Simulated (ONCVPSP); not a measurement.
Before and after: ONCV potential for Ne (Z = 10)

- Element: Ne
- Generator: ONCVPSP 4.0.1
- Type: optimised norm-conserving Vanderbilt (ONCV)
- Functional: LDA (Perdew-Wang 92)
- Relativity: scalar-relativistic
- Frozen core: [He]
- Valence charge: 8
- Reference configuration: 2s2 2p4.5 (charge +1.5)
- Partial waves: 2s: rc 0.55 bohr, ncon 5, nbas 9, qcut 11.5 1/bohr, 2 projectors, debl 1.5 Ha; 2p: rc 1.40 bohr, ncon 4, nbas 7, qcut 8.2 1/bohr, 1 projector
- Local potential: polynomial inside 0.50 bohr (lpopt 5, dvloc0 0 Ha)
- Core correction: none

In the s channel the program set the typed energies aside and used -2.430, 0.250 Ha.

All-electron outer shells of the reference configuration (LDA (PZ), scalar-relativistic, ld1.x):

```
shell  level (eV)  outermost node (bohr)  outermost maximum (bohr)
   1s     -861.73                      –                      0.10
   2s      -66.13                   0.22                      0.67
   2p      -43.27                      –                      0.59
```

Change: p: qcut 5.1.

Cutoffs: the cutoffs (Ha) at which the residual kinetic energy of the hardest occupied pseudo-wave falls to 1 and 0.1 mHa per electron; they do not see the model core or the augmentation charge, which bear on the density cutoff. Errors are all-electron minus pseudo energies relative to the spin-unpolarised reference configuration.

Q: How do hardness, ghosts and transferability respond?

A: The potential gets neither clearly harder nor softer (104 Ha and 635 Ha → 104 Ha and 635 Ha); the s channel sets the loose cutoff, while the largest relative change is in p, which becomes harder; of the 4 tests that both files solve, the error grows in 4 and shrinks in 0 by more than 15 % and 0.3 meV (median size 77.0 → 164.2 meV); neither file shows a bound ghost.

```csv
quantity,base,changed
"cutoff, loose",104 Ha,104 Ha
"cutoff, tight",635 Ha,635 Ha
loose cutoff by channel,"s 104 Ha, p 31 Ha","s 104 Ha, p 78 Ha"
bound ghosts,none,none
GHOST(+) flags under 300 eV,none,p at 139.8 eV
"error for 2s2 2p6, meV [ΔE -41.55 eV]",+160,+359
"error for 2s2 2p5, meV [ΔE -18.89 eV]",+34,+72
"error for 2s2 2p4, meV [ΔE 24.52 eV]",+54,+110
"error for 2s2 2p5.5, meV [ΔE -32.58 eV]",+100,+219
s: phases at 0.56 bohr within 0.05 rad from the reference energy up to (Ha; the scan ends near 5),to the end of the scan,to the end of the scan
p: phases at 1.42 bohr within 0.05 rad from the reference energy up to (Ha; the scan ends near 5),0.2,-0.2
```
